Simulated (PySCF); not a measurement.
# How methods differ on the ionisation energy of Ce⁵⁵⁺

Ce⁵⁵⁺ [He] 2s1 (2S) → Ce⁵⁶⁺ 1s2 (1S), as a difference of total energies. All numbers are calculated (PySCF 2.14, the non-relativistic Hamiltonian (point nucleus), in an even-tempered Gaussian basis (17 s from 31 bohr⁻², ratio 2.2; 8 p from 47 bohr⁻², ratio 2.4; 5 d from 140 bohr⁻², ratio 2.4; 5 f from 210 bohr⁻², ratio 2.4; 4 g from 320 bohr⁻², ratio 2.4)). Correlated levels: nothing frozen; virtual orbitals above 40 to 60 times the deepest correlated orbital energy dropped. The calculations carry no spin-orbit coupling.

| method | ionisation energy (eV) |
| --- | --- |
| UHF | 10821.2 |
| LDA | 10813.8 |
| PBE | 10826.0 |
| PBE0 | 10824.8 |
| r2SCAN | 10817.9 |
| PW91 | 10826.7 |
| PBEsol | 10820.1 |
| MP2 (all electrons) | 10821.3 |
| SCS-MP2 (all electrons) | 10821.3 |

The gap to the reference is mostly relativistic.

For comparison: 11459.85 ± 0.06 eV (theoretical estimate listed by NIST; NIST Atomic Spectra Database, ionization energies).
